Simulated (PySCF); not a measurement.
F2H3N2Nb, SMILES [Nb]([F])([F])([NH2])=[NH], multiplicity 1. Geometry optimised at PBE0-D3(BJ)/def2-SVP. The multiplicity is an assumed one; other spin states were not compared. The def2 effective core potentials stand for the cores of Nb; spin–orbit coupling is left out. The values are those of a single conformer.

Calculation: PBE0-D3(BJ)/def2-SVP in PySCF.

Harmonic wavenumbers (cm⁻¹): 169, 177, 196, 219, 246, 420, 497, 537, 574, 630, 680, 702, 740, 1046, 1510, 3566, 3673, 3683. Rotational constants (GHz): 3.147, 3.143, 2.766; symmetry number 1.

Question: Work out the zero-point energy and the ideal-gas rigid-rotor harmonic-oscillator thermochemistry at 298.15 K and 1 atm.

Answer: ZPE = ½ Σ hcν = ½ × 19265 cm⁻¹ = 115.23 kJ/mol. H − E(el) = 136.17 kJ/mol. Entropy in J/(mol K): translation 172.19, rotation 112.41, vibration 61.58, total 346.18. G − E(el) = 32.96 kJ/mol. Cp = 108.30 J/(mol K).
